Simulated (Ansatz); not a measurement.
`FC(F)(F)Sc1ccc(Sc2ccc(Sc3ccc(C(F)(F)F)cc3)cc2)cc1`, 41 atoms. Hardware: 2 threads of AMD EPYC 7R13 on a shared host and a share (18 GiB) of an NVIDIA H100 80GB HBM3.

Correlated methods freeze 41 core orbitals. Single mean-field runs in def2-SVP, def2-TZVP are fitted with def2-universal-jkfit.

Problem. How many basis functions does each of these Ansatz runs have, and roughly what does it cost? PBE-D4/def2-TZVP, charge -1 doublet at the geometry of the charge 0 singlet, energy, from earlier orbitals; PBE-D4/def2-SVP, charge 0 singlet, relaxation, 25 steps; PBE0-D4/def2-SVP, charge 0 singlet, energy, from earlier orbitals; MP2/def2-SVP, charge 0 singlet, energy, from earlier orbitals; BHLYP-D4/def2-TZVP, charge 0 singlet, energy and forces, from earlier orbitals; r2SCAN-D4/def2-TZVP, charge 0 singlet, energy, from earlier orbitals; PBE0-D4/def2-TZVP, charge 0 triplet at the geometry of the charge 0 singlet, energy; PBE-D4/def2-TZVP, charge 1 doublet at the geometry of the charge 0 singlet, energy, from earlier orbitals; PBE0-D4/def2-TZVP, charge 1 doublet at the geometry of the charge 0 singlet, energy; RPA@PBE/def2-SVP, charge 0 singlet, energy, from earlier orbitals; PBE0-D4/def2-TZVP, charge -1 doublet at the geometry of the charge 0 singlet, energy; PBE0-D4/def2-TZVP, charge 0 singlet, energy, from earlier orbitals.

Solution. Other jobs shared the machine, so times can vary by a factor of up to 3.

| run | functions | fitting or Cholesky vectors | wall time | peak host memory (GiB) |
| --- | --- | --- | --- | --- |
| PBE0-D4/def2-SVP, charge 0 singlet, energy, from earlier orbitals | 478 | 2562 | 4.7 s | 1 |
| r2SCAN-D4/def2-TZVP, charge 0 singlet, energy, from earlier orbitals | 989 | 2562 | 6.5 s | 1.2 |
| MP2/def2-SVP, charge 0 singlet, energy, from earlier orbitals | 478 | 4802 | 8 s | 1.2 |
| RPA@PBE/def2-SVP, charge 0 singlet, energy, from earlier orbitals | 478 | 4802 | 9 s | 2.6 |
| BHLYP-D4/def2-TZVP, charge 0 singlet, energy and forces, from earlier orbitals | 989 | 2562 | 9.5 s | 1.7 |
| PBE-D4/def2-TZVP, charge -1 doublet at the geometry of the charge 0 singlet, energy, from earlier orbitals | 989 | 2562 | 11 s | 1.7 |
| PBE0-D4/def2-TZVP, charge 0 singlet, energy, from earlier orbitals | 989 | 2562 | 11 s | 1.2 |
| PBE-D4/def2-TZVP, charge 1 doublet at the geometry of the charge 0 singlet, energy, from earlier orbitals | 989 | 2562 | 13 s | 1.4 |
| PBE0-D4/def2-TZVP, charge -1 doublet at the geometry of the charge 0 singlet, energy | 989 | 2562 | 18 s | 1.8 |
| PBE0-D4/def2-TZVP, charge 1 doublet at the geometry of the charge 0 singlet, energy | 989 | 2562 | 20 s | 1.6 |
| PBE0-D4/def2-TZVP, charge 0 triplet at the geometry of the charge 0 singlet, energy | 989 | 2562 | 29 s | 1.8 |
| PBE-D4/def2-SVP, charge 0 singlet, relaxation, 25 steps | 478 | 2562 | 66 s | 1.1 |
